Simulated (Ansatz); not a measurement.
Cartesian coordinates in Å:
```
B -0.559 0.314 -0.765
C -0.327 -0.729 0.370
O 0.391 -0.050 1.403
Sb 0.616 1.739 0.511
H -1.102 0.229 -1.821
H 0.261 -1.581 -0.019
H -1.253 -1.181 0.763
H 1.974 1.259 -0.443
```

The species carries charge 0 and has multiplicity 1. Sb: def2 effective core potential.

Question: List the r2SCAN/def2-TZVPP orbital energies in eV (Ansatz 0.2.0). (Best estimate.)

Answer: Computed: Occupied: -515.26, -274.00, -181.10, -153.91, -105.73, -105.61, -105.49, -33.98, -33.89, -33.82, -33.74, -33.69, -25.65, -17.29, -14.98, -11.69, -11.29, -10.94, -10.08, -8.01, -6.93, -6.30, -6.05. Lowest empty: -2.54, -1.99, -0.45, 0.75, 1.69, 2.61, 2.68, 3.23.
